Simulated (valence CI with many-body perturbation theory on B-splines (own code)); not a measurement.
**Sn29+ in brief**

Computed by valence CI with perturbative core correlation (CI+MBPT): three valence electrons over a frozen Dirac-Fock core [Ar], a basis of 7 s, 7 p, 8 d, 6 f, 4 g, 1 h functions for each j, with the one-electron correlation potential Σ1, the two-electron term Σ2, the three-electron term Σ3, Breit, model QED; selected CI, second order for the rest, scaled by the run's own slope (own B-spline code, finite nucleus).

The last digits are not significant, and no measured levels were compared; by estimate large intervals hold to a few tenths of a per cent, small ones and those within an open d or f shell to about a per cent. Only levels of the ground parity were solved; by the run's estimate the other parity begins above the list, which can be wrong where configurations are misplaced.

Names give the largest LS component (configuration and term), which can be under half, so a name can repeat, a term be missing and a line seem to break the LS rules; names also repeat where a configuration has a term twice.

Rates and lifetimes use the calculated energies. Strong lines usually hold to 10 to 20 %, long lifetimes can be off by a factor of two.

What is the ground level?

3d3 4F_3/2, composition 73 % 3d3 4F + 22 % 3d3 2D + 4 % 3d3 2P, g = 0.535.

How well does LS coupling describe the low levels?

Among the lowest 19 levels the leading LS term, summed over configurations, holds 72 % on average. For single configurations the figures are 72 % in LS and 81 % in jj coupling. Terms mix most in the J = 9/2 level at 103760 cm⁻¹, where the leading one holds 40 %.

How is the term 4F of the ground level split?

J = 3/2 at 0, J = 5/2 at 54566, J = 7/2 at 88322 cm⁻¹.

What is the ionisation energy?

1677.3 eV; NIST lists 1676 ± 4 eV (theoretical).
